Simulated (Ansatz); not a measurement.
`B[C@H]1C[Si@H]1Cl` + H₂ → `BC1C[SiH2]1` + HCl at 700 K and 1 bar (hydrogenolysis of the Si–Cl bond).

Calculated with Ansatz (gas phase, PBE0-D4/def2-TZVP geometries, no zero-point term in ΔE). CBS: MP2 limit from def2 TZ/QZ plus the TZ coupled-cluster correction, frozen cores. This one scheme is used for every species.

```csv
species,CCSD(T)/CBS energy (Eh),H − E (kJ/mol),S (J/(mol·K))
`B[C@H]1C[Si@H]1Cl`,-853.37269,276.7,456.6
H₂,-1.17544,46.8,155.3
`BC1C[SiH2]1`,-394.14423,286.2,411.0
HCl,-460.38127,38.4,211.8
```

H − E and S are ideal-gas, rigid-rotor, harmonic terms from PBE0-D4/def2-TZVP, for one conformer and one mirror image of each species. The MP2-based limit puts H₂ 0.8 mEh under its directly extrapolated value; such offsets cancel only in part. 1 Eh = 2625.50 kJ/mol, R = 8.31446 J/(mol·K).

Q: By hand: ΔE, ΔH, ΔS and ΔG.

A: ΔE = (-394.14423) + (-460.38127) − (-853.37269) − (-1.17544) = 0.02263 Eh = 59.4 kJ/mol. Δ(H − E) = 286.2 + 38.4 − 276.7 − 46.8 = 1.1, so ΔH = 60.5 kJ/mol. ΔS = 411.0 + 211.8 − 456.6 − 155.3 = 10.9 J/(mol·K). ΔG = 60.5 − 700 × (10.9)/1000 = 52.9 kJ/mol.

Q: By hand: the equilibrium constant, and the temperature at which ΔG would vanish if ΔH and ΔS stayed fixed.

A: log₁₀ K = −ΔG/(RT ln 10) = -3.9. ΔG = 0 at ΔH/ΔS = 5550 K, far beyond where these terms or the molecules hold.

The number of gas molecules stays the same, so ΔS is small and ΔH decides. A doubt of 5 kJ/mol in ΔE shifts log₁₀ K by 0.4 here. Other conformers and mirror images would add mixing entropy, several J/(mol·K) or more a flexible species. These are equilibria of isolated gas molecules and say nothing of rates. Largest T1 diagnostic: 0.011 (customary marks: 0.02 for closed shells, 0.045 for open ones).
